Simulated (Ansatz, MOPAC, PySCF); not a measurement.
Pair of molecules: H4SeSi (SMILES [SiH3][SeH]) (first 6 atoms) with HF (SMILES F); geometry from B3LYP-D3(BJ)/def2-TZVP, rigid monomers moved along the line of their centres of mass till Se2···H8 is 3.29 Å.
(charge 0, multiplicity 1):
```xyz
8

Si     0.61403    -1.35464     0.86011
Se    -0.47344     0.68384     0.98736
H      0.05015    -2.15992    -0.24271
H      2.01750    -0.99594     0.57953
H      0.48859    -2.07773     2.13964
H     -1.75220     0.08040     1.39748
F      1.14749     0.90474     4.86502
H      0.69650     1.01427     4.04778
```

Counterpoise-corrected where a basis set is named; no monomer relaxation. Rows marked so take none.

Cores are frozen in the correlated methods. Filled d and f shells under p-block atoms count as core. CBS(a, b) extrapolates the correlation energy as X⁻³ and adds the Hartree–Fock energy of set b. Rows in 3-21G, 6-31G*, STO-3G carry no dispersion term and start afresh at each structure (6-31G* with six Cartesian d functions); the Pople sets are all-electron and without relativity. MP2/6-31G* freezes PySCF's default core, which leaves 3d correlated. The state reached by PM3, PM6, PM7 isn't checked; PM7 holds dispersion and hydrogen-bond terms.

Programs: Ansatz (Gaussian basis) for Hartree–Fock, density functionals and correlated methods; MOPAC for PM3, PM6, PM7 (differences of heats of formation); PySCF for 3-21G rows, 6-31G* rows, STO-3G rows, the dispersion terms. 

Other levels give for the interaction energy: PBE/def2-TZVPPD -2.70; B3LYP/def2-TZVPPD -2.27; B3LYP-D3(BJ)/def2-TZVPPD -2.93; wB97M-V/def2-TZVPPD -2.68; CCSD(T)/CBS(def2-SVPD, def2-TZVPPD) -2.53 kcal/mol.

**Question.** What do these common cheap choices give for the same quantity: PM3, PM6, PM7, HF/STO-3G (no counterpoise), HF/3-21G (no counterpoise), BP86/6-31G* (no counterpoise), B3LYP/3-21G (no counterpoise), MP2/6-31G* (no counterpoise)?

**Answer.** PM3 -2.08; PM6 -0.57; PM7 -0.79; HF/STO-3G (no counterpoise) -1.11; HF/3-21G (no counterpoise) -2.60; BP86/6-31G* (no counterpoise) -2.57; B3LYP/3-21G (no counterpoise) -2.94; MP2/6-31G* (no counterpoise) -3.03 kcal/mol. They span -3.03 to -0.57 kcal/mol.

Ansatz is a first-principles code.
